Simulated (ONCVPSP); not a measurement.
**An all-electron radial function and its pseudo partner (Mo)**

Columns: radius, all-electron u(r) and pseudo u(r) of the 4p shell (level -37.39 eV) of molybdenum in the configuration [Ar] 3d10 4s2 4p6 4d5.5 5s0.5; PBE, scalar-relativistic, ONCV scheme, ONCVPSP 4.0.1.

| r (bohr) | all-electron | pseudo |
| --- | --- | --- |
| 0.103 | 0.2953 | 0.0136 |
| 0.205 | -0.2551 | 0.0563 |
| 0.308 | -0.5303 | 0.1341 |
| 0.410 | -0.3835 | 0.2482 |
| 0.513 | -0.0383 | 0.3959 |
| 0.615 | 0.3240 | 0.5603 |
| 0.718 | 0.6255 | 0.7234 |
| 0.820 | 0.8351 | 0.8602 |
| 0.923 | 0.9606 | 0.9571 |
| 1.025 | 1.0133 | 1.0048 |
| 1.128 | 1.0123 | 1.0068 |
| 1.230 | 0.9742 | 0.9721 |
| 1.332 | 0.9130 | 0.9125 |
| 1.435 | 0.8382 | 0.8381 |
| 1.538 | 0.7579 | 0.7579 |
| 1.640 | 0.6782 | 0.6781 |
| 1.743 | 0.6007 | 0.6006 |
| 1.845 | 0.5289 | 0.5288 |
| 1.948 | 0.4624 | 0.4624 |
| 2.050 | 0.4030 | 0.4029 |
| 2.153 | 0.3493 | 0.3493 |
| 2.255 | 0.3023 | 0.3023 |
| 2.358 | 0.2606 | 0.2605 |
| 2.460 | 0.2244 | 0.2244 |
| 2.562 | 0.1929 | 0.1929 |
| 2.665 | 0.1653 | 0.1653 |

Task: How many radial nodes do the two functions have?

Result: The all-electron 4p function has n − l − 1 = 2; the pseudo-wave has 0, since the states of the same l below it are removed with the core.

Task: At about which radius was the pseudo-wave matched?

Result: 1.50 bohr, where the columns begin to agree (steps of 0.10 bohr).

Task: Is the pseudo-wave norm-conserving?

Result: Yes: the ONCV scheme keeps the norm inside the radius equal to the all-electron one, which fixes the energy derivative of the logarithmic derivative at the level.
